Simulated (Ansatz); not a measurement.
Saddle point of SnPNH₈, singlet (SnNH₅ ([NH2][SnH3]) + PH₃ → SnPH₅ ([PH2][SnH3]) + NH₃; bonds formed: Sn1–P7, N2–H6; bonds broken: Sn1–N2, H6–P7), PBE0-D4/def2-TZVP structure:

Sn1  (-1.064, -1.051, 0.481)
N2  (1.010, -0.523, 0.402)
H3  (-0.939, -2.538, 1.333)
H4  (-1.854, 0.101, 1.430)
H5  (-1.587, -1.327, -1.101)
H6  (0.752, 0.473, -0.187)
P7  (-0.339, 1.805, -1.055)
H8  (1.448, -0.351, 1.304)
H9  (1.599, -1.159, -0.129)
H10  (0.393, 2.794, -0.339)
H11  (0.581, 1.775, -2.139)
(Å)

Energies are electronic, without zero-point energy. Barriers and step energies count from the start structure reached by relaxing down the imaginary mode; all methods use the PBE0-D4 structures, on which another method's saddle can fall below an end. Computed with Ansatz 0.2.0 (basis: def2-TZVPP, with def2-QZVPP for the basis limit); correlated methods freeze the cores. Filled d shells of the heavier atoms are correlated. Core potentials replace the inner electrons of the atoms past krypton. The def2 sets are not built for correlating such inner shells, so the correlated values are less sure here. B3LYP uses VWN-RPA correlation. Extrapolation: Hartree–Fock as exp(−7.88 √X), correlation as X^−2.97.

| method | barrier (eV) | step energy (eV) |
| --- | --- | --- |
| SPW92 | 0.580 | -0.730 |
| PBE-D4 | 0.833 | -0.694 |
| BLYP-D4 | 0.998 | -0.611 |
| r2SCAN-D4 | ? | -0.668 |
| B97M-V | 1.090 | -0.652 |
| PBE0-D4 | 0.964 | -0.707 |
| B3LYP-D4 | 1.095 | -0.627 |
| r2SCAN0-D4 | 1.040 | -0.691 |
| BHLYP-D4 | 1.246 | -0.639 |
| CAM-B3LYP-D4 | ? | -0.573 |
| wB97X-V | 1.208 | -0.596 |
| wB97M-V | 1.153 | -0.641 |
| B2PLYP | ? | -0.577 |
| PBE-QIDH | 1.098 | -0.664 |
| RPA on PBE | 1.287 | -0.519 |
| HF | 1.675 | -0.517 |
| MP2 | 1.153 | -0.611 |
| CCSD | 1.306 | -0.572 |
| CCSD(T) | 1.212 | -0.584 |

Problem. Fill in the withheld barriers. (An estimate is asked for; the value comes from the calculation.)

Solution. By the calculation: r2SCAN-D4 0.958; CAM-B3LYP-D4 1.191; B2PLYP 1.182 eV. Each is the energy of the saddle less that of the start structure, by the same method.

For comparison, the barrier by CCSD(T) at an estimated basis limit (MP2 extrapolated from triple and quadruple zeta, plus CCSD(T) − MP2 in triple zeta) is 1.147 eV.

The T1 diagnostic stays at or below 0.014.

Labels in which every atom is bracketed show which atoms are joined, not bond orders.

For scale, one of the runs: CCSD(T)/def2-TZVPP, 235 basis functions, launched by `ansatz run in.yaml --threads 4 --pin off --events-out ev --progress --plain --max-ram 9574MiB`. Hardware: 4 CPU threads of an Arm Neoverse V1, shared host. Wall time 2.3 min; peak host memory 4.5 GiB.
